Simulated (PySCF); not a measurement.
Species: C3H12FPSi3.
Structure used (GFN2-xTB), in Å, numbered top down from 1:
```
atom  x, y, z in Å
F1     0.862   -2.111    1.810
C2     0.154   -0.971    1.403
Si3   -1.268   -1.525    0.242
C4    -2.130    0.061   -0.345
Si5   -0.995    1.318   -1.214
C6     0.436    1.755   -0.035
Si7    1.410    0.263    0.629
P8     2.393   -0.802   -1.083
H9    -0.249   -0.552    2.330
H10   -2.179   -2.388    1.008
H11   -0.683   -2.274   -0.873
H12   -2.604    0.544    0.510
H13   -2.939   -0.211   -1.019
H14   -1.751    2.547   -1.509
H15   -0.476    0.762   -2.468
H16    1.124    2.423   -0.549
H17    0.043    2.319    0.809
H18    2.344    0.684    1.695
H19    2.953   -1.791   -0.294
H20    3.550   -0.040   -1.052
```

NICS is the negative of the GIAO shielding at a point without a nucleus: at the ring centre (0) and 1 Å above and below it (1); zz is the component along the ring normal. Level: GIAO PBE0/pcSseg-1 (PySCF, non-relativistic, gas phase) on the GFN2-xTB geometry, one conformer.

Ring bond lengths (Å), with Mayer bond orders in brackets: C2–Si3 1.918 (0.86), Si3–C4 1.898 (0.91), C4–Si5 1.904 (0.91), Si5–C6 1.905 (0.90), C6–Si7 1.901 (0.91), Si7–C2 1.923 (0.87).

Q: Give the NICS values of each ring in ppm.

A: 
```
                ring                                                type  NICS(0)  NICS(1), two faces  NICS(1)zz, two faces  rms pucker (Å)  centre to ring atoms, mean (Å)
C2–Si3–C4–Si5–C6–Si7  6-membered ring with 3 Si; formal bonds all single     -3.2         -3.3 / -1.4             2.9 / 3.1            0.29                            1.84
```

Q: What do they say, and how far can they be read as aromaticity?

A: 
- C2–Si3–C4–Si5–C6–Si7: mean NICS(1)zz 3.0 ppm, near zero. C2, Si3, C4, Si5, C6, Si7 have four or more neighbours; no verdict on aromaticity is drawn.

Q: At the second NICS(1) probe listed for ring C2–Si3–C4–Si5–C6–Si7, 1 Å off the ring, what do the in-plane components average?

A: The isotropic value is a third of the trace: (3 × -1.4 − (3.1))/2 = -3.6 ppm.

Q: List the ring angles and the Hirshfeld charges of the ring atoms.

A: 
- C2–Si3–C4–Si5–C6–Si7: C2 115.2° (-0.117 e), Si3 106.4° (+0.325 e), C4 115.0° (-0.248 e), Si5 108.5° (+0.336 e), C6 114.9° (-0.252 e), Si7 108.0° (+0.298 e); sum 667.9° against 720° for a flat convex ring.

Q: How shielded are the nuclei of the rings and their hydrogens (means over atoms taken as equivalent)?

A: 
| atoms | environment | σ isotropic (ppm) |
| --- | --- | --- |
| C2 | sp3 C–F carbon | 104.4 |
| Si3 | SiH2 silicon | 396.1 |
| C4 | sp3 carbon bound to silicon | 196.0 |
| Si5 | SiH2 silicon | 395.4 |
| C6 | sp3 carbon bound to silicon | 191.7 |
| Si7 | SiH silicon | 367.4 |
| H9 | methine hydrogen | 26.43 |
| H10 | Si–H hydrogen | 27.05 |
| H11 | Si–H hydrogen | 27.19 |
| H12 | methylene hydrogen | 31.96 |
| H13 | methylene hydrogen | 31.88 |
| H14 | Si–H hydrogen | 27.15 |
| H15 | Si–H hydrogen | 27.10 |
| H16 | methylene hydrogen | 31.82 |

The list is cut; further classes of hydrogen are left out.
